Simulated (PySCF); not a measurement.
Si(Me)(OH)(OMe)(OEt), C₄H₁₂O₃Si, SMILES O[Si](C)(OC)OCC, singlet, GFN2-xTB optimised geometry.

```
20

C      1.91    -1.38     0.47
C      0.50    -1.91     0.29
O     -0.37    -0.85     0.00
Si    -1.99    -0.85     0.00
C     -2.68    -1.83    -1.48
O     -2.52    -1.46     1.41
O     -2.48     0.70     0.00
C     -2.19     1.69    -0.95
H      1.93    -0.66     1.29
H      2.24    -0.88    -0.43
H      2.59    -2.20     0.70
H      0.16    -2.42     1.20
H      0.47    -2.63    -0.54
H     -2.20    -1.54    -2.41
H     -2.52    -2.90    -1.35
H     -3.75    -1.67    -1.60
H     -3.36    -1.17     1.76
H     -1.11     1.79    -1.09
H     -2.65     1.45    -1.91
H     -2.59     2.63    -0.58
```

Density from B3LYP/def2-SVP run with PySCF 2.14.0 at that geometry.

Minimum of the electron density along straight lines between bonded atoms, close to the bond critical point (lines longer than 1.1 times the sum of covalent radii, or with two minima, are not listed):

```tsv
bond	length / Å	ρ at the minimum / e bohr⁻³	∇²ρ there / e bohr⁻⁵	position (fraction from the first atom)
C1–C2	1.521	0.252	-0.60	0.49
C2–O3	1.406	0.251	-0.31	0.34
O3–Si4	1.622	0.131	1.10	0.59
Si4–C5	1.907	0.113	0.31	0.38
Si4–O6	1.629	0.130	1.08	0.41
Si4–O7	1.626	0.130	1.08	0.41
O7–C8	1.399	0.256	-0.33	0.66
C1–H9	1.087	0.278	-1.03	0.63
C1–H10	1.087	0.278	-1.02	0.63
C1–H11	1.087	0.277	-1.01	0.62
C2–H12	1.095	0.284	-1.08	0.63
C2–H13	1.097	0.281	-1.05	0.63
C5–H14	1.087	0.272	-0.97	0.62
C5–H15	1.086	0.272	-0.97	0.62
C5–H16	1.086	0.272	-0.97	0.62
O6–H17	0.953	0.355	-2.43	0.82
C8–H18	1.091	0.284	-1.09	0.64
C8–H19	1.093	0.282	-1.06	0.63
C8–H20	1.091	0.284	-1.09	0.64
```
